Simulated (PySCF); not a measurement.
Simulated Si 2p region for `O=CN/C([SiH3])=C/[SiH3]`, binding energy against the vacuum level.

Every computed line was given a Gaussian of 0.4 eV full width at half maximum and an area set by the number of equivalent atoms (split 2:1 within a doublet); the highest printed point is 100. Method: delta-SCF UKS SCAN, pcX-2 on the ionised atom, pcseg-1 elsewhere, spin-free X2C in PySCF.

| binding energy (eV) | intensity |
| --- | --- |
| 106.0 | 1 |
| 106.1 | 4 |
| 106.2 | 15 |
| 106.3 | 38 |
| 106.4 | 73 |
| 106.5 | 100 |
| 106.6 | 99 |
| 106.7 | 71 |
| 106.8 | 41 |
| 106.9 | 29 |
| 107.0 | 36 |
| 107.1 | 48 |
| 107.2 | 51 |
| 107.3 | 39 |
| 107.4 | 22 |
| 107.5 | 9 |
| 107.6 | 2 |
| 107.7 | 0 |
| 107.8 | 0 |

Q: How many maxima does the curve show, and how many computed lines lie under it?

A: The curve has 2 maxima (at 106.5 and 107.2 eV). Under it lie 4 lines from 2 inequivalent silicon sites, each drawn as a 2p3/2, 2p1/2 pair. At this width some lines have no maximum of their own.

Q: Decompose the envelope and assign each component. Numbering: `[O:1]=[CH:2][NH:3]/[C:4]([SiH3:5])=[CH:6]/[SiH3:7]`.

A: 
```json
{"position (eV)": "106.51", "relative area": "0.67", "line": "Si 2p3/2", "atoms": "Si7", "environment": "SiH3 silicon"}
{"position (eV)": "106.58", "relative area": "0.67", "line": "Si 2p3/2", "atoms": "Si5", "environment": "SiH3 silicon"}
{"position (eV)": "107.13", "relative area": "0.33", "line": "Si 2p1/2", "atoms": "Si7", "environment": "SiH3 silicon"}
{"position (eV)": "107.21", "relative area": "0.33", "line": "Si 2p1/2", "atoms": "Si5", "environment": "SiH3 silicon"}
```

Q: What are the centre and the root-mean-square width of the whole band?

A: The area-weighted mean of the lines is 106.75 eV. Their own spread about it is 0.30 eV (rms) and each Gaussian has σ = 0.4/2.355 = 0.17 eV; the variances add, which gives 0.34 eV.

The 2 Si 2p3/2 values lie within 0.07 eV of each other.

The curve has no shake-up lines and no vibrational structure. The 2p values aren't plain energy differences: one relaxed spin-free 2p hole is combined with a matrix within the shell (ground-state 2p orbital-energy differences and spin–orbit coupling). 2p3/2, the mean of its two sublevels, lies a third of the splitting below the shell's mean and 2p1/2 two thirds above it; the statistical areas are 2:1. 2p1/2 minus 2p3/2 (ligand field included): Si 0.62 eV. One conformer (not necessarily the lowest) at the PBE0-D3(BJ)/def2-SVP geometry, without solvent, vibrations or thermal averaging.

Shape of the structure used: `[O:1]=[CH:2][NH:3]/[C:4]([SiH3:5])=[CH:6]/[SiH3:7]`: O1–C2–N3–C4 0°, C2–N3–C4–Si5 -3°.
